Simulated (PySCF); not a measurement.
H4O6Ru, multiplicity 1. Atoms are numbered in the order given.

```xyz
11

Ru     0.0269     0.1304    -0.0105
O     -0.9921     1.3886    -0.4351
O      1.4827     0.9363     0.1490
O      0.9038    -0.5019    -1.6333
H      1.8121    -0.1633    -1.6611
O     -1.0571     0.1938     1.5960
H     -1.7946     0.8070     1.4454
O     -1.1280    -1.1812    -0.7563
H     -0.6466    -1.6587    -1.4526
O      0.7200    -1.2298     1.1331
H      0.0123    -1.5685     1.7040
```

Geometry optimised at PBE0-D3(BJ)/def2-SVP. The multiplicity is an assumed one; other spin states were not compared. The def2 effective core potentials stand for the cores of Ru; spin–orbit coupling is left out. One conformer was computed; it need not be the lowest.

Method: B3LYP/def2-TZVP (PySCF).

ESP charges are fitted to the potential on shells at 1.4 to 2.0 van der Waals radii. Atomic charges (e):

```tsv
atom	ESP fit	Löwdin	Mulliken
Ru1	1.24	0.74	…
O2	-0.28	-0.19	…
O3	-0.26	-0.18	…
O4	-0.65	-0.30	…
H5	0.41	0.16	…
O6	-0.62	-0.28	…
H7	0.41	0.16	…
O8	-0.56	-0.23	…
H9	0.43	0.17	…
O10	-0.56	-0.23	…
H11	0.43	0.17	…
```

**Question.** Some entries are withheld; supply them. (The exact figures need the calculation; the answer reports its results.)

**Answer.** 
- Ru1, Mulliken: 1.41
- O2, Mulliken: -0.41
- O3, Mulliken: -0.40
- O4, Mulliken: -0.54
- H5, Mulliken: 0.34
- O6, Mulliken: -0.51
- H7, Mulliken: 0.34
- O8, Mulliken: -0.47
- H9, Mulliken: 0.36
- O10, Mulliken: -0.47
- H11, Mulliken: 0.35
